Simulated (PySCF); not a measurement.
2-hydroxyethylboronic acid (C2H7BO3), SMILES OB(O)CCO.

The structure is a stationary point at PBE0-D3(BJ)/def2-SVP. Other conformers were not sampled.

All values below come from PBE/def2-TZVP (PySCF).

Gas-phase values at a fixed geometry.

Question: Estimate the frontier levels, gap, dipole moment and polarisability. (The exact figures need the calculation; the answer reports its results.)

Answer: 
highest occupied level: -5.99 eV
lowest empty level: -0.25 eV
orbital gap: 5.74 eV
dipole moment: 2.22 D
quadrupole, principal values (traceless, Buckingham form, about the centre of nuclear charge): -9.79, 3.26, 6.53 D·Å
mean static polarisability: 52.1 bohr³ (7.72 Å³)
polarisability, principal values: 43.0, 53.1, 60.2 bohr³
